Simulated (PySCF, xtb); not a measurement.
SiClFI₂, SMILES F[Si](Cl)(I)I.

Harmonic wavenumbers (cm⁻¹) from xtb 6.7.1 with GFN2-xTB at its own minimum, in rising order: 73, 103, 144, 175, 181, 313, 488, 572, 854.

What does PBE-D3(BJ)/def2-SVP run with PySCF give at its own minimum? (Estimate from the structure and the level; the computed values follow.)

78, 113, 156, 187, 202, 300, 445, 574, 886. Paired by order, the mean absolute difference is 17 cm⁻¹ and the zero-point energies are 4.1 and 4.2 kcal/mol.
